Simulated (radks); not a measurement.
Polarisabilities and homonuclear dispersion coefficients (atomic units). Calculated with a radial shooting solver on a logarithmic mesh with Libxc functionals: non-relativistic Kohn-Sham, LDA (Slater exchange, VWN5 correlation), spin-polarised, spherical densities, point nucleus. Response by self-consistent Sternheimer equations with the Hartree and adiabatic LDA kernel. "Uncoupled" leaves out the induced potential. Quadrupole and octupole values are given only where no p, d or f shell is open. The Sternheimer factor gamma scales a distant field gradient at the nucleus by 1 - gamma.

species  configuration  alpha1 (bohr^3)  alpha1, uncoupled  alpha2 (bohr^5)  alpha3 (bohr^7)          C6          C8  Sternheimer gamma  recommended alpha1
He                [He]            1.658              1.807            3.577            18.62       1.864       21.44              0.435   1.38375 +/- 2e-05
Li+               [He]           0.2150             0.2298           0.1429           0.2338     0.09114      0.3328              0.262                   -
Be2+              [He]          0.05667            0.05971          0.01805          0.01435     0.01254     0.02221              0.188                   -
B3+               [He]          0.02094            0.02185         0.003898         0.001828    0.002840    0.002962              0.147                   -
C4+               [He]         0.009449           0.009797         0.001152        0.0003561   0.0008664   0.0005942              0.120                   -
N5+               [He]         0.004870           0.005024        0.0004185       0.00009167   0.0003212   0.0001551              0.102                   -
O6+               [He]         0.002759           0.002836        0.0001761       0.00002875   0.0001356  0.00004851             0.0883                   -
F7+               [He]         0.001678           0.001719       0.00008266       0.00001044  0.00006328  0.00001756             0.0780                   -
Ne8+              [He]         0.001078           0.001102       0.00004223        4.253e-06  0.00003234   7.249e-06             0.0698                   -

Recommended values: Schwerdtfeger and Nagle, table of static dipole polarisabilities (2023 update), measured or computed.
